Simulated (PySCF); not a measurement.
Stepwise substitution at one centre (Ga OH-SiH3). Gas-phase values, no solvent. One relaxed conformer stands for each flexible species; it need not be the lowest. Strings in code marks are SMILES.

The four lowest singlet excitations (Tamm–Dancoff). Computed with TPSSh-D3(BJ)/def2-TZVP // PBE0-D3(BJ)/def2-TZVP in PySCF 2.14.0. Excitations are Tamm–Dancoff values on a coarser integration grid. The basis has no diffuse functions, so Rydberg states are missing or too high.

```json
[
 {"state": "S1", "energy (eV)": "6.10", "wavelength (nm)": "203", "oscillator strength": "0.000"},
 {"state": "S2", "energy (eV)": "6.10", "wavelength (nm)": "203", "oscillator strength": "0.000"},
 {"state": "S3", "energy (eV)": "7.06", "wavelength (nm)": "176", "oscillator strength": "0.054"},
 {"state": "S4", "energy (eV)": "7.06", "wavelength (nm)": "176", "oscillator strength": "0.054"}
]
```

Problem. Which member gives these states?
(A) `[OH][Ga]([OH])[SiH3]` (H–O–Ga–Si torsion -179°, Si–Ga–O–H torsion -1°)
(B) `[OH][Ga]([OH])[OH]`
(C) `[OH][Ga]([SiH3])[SiH3]` (H–O–Ga–Si torsion 1°)

Solution. B, `[OH][Ga]([OH])[OH]`
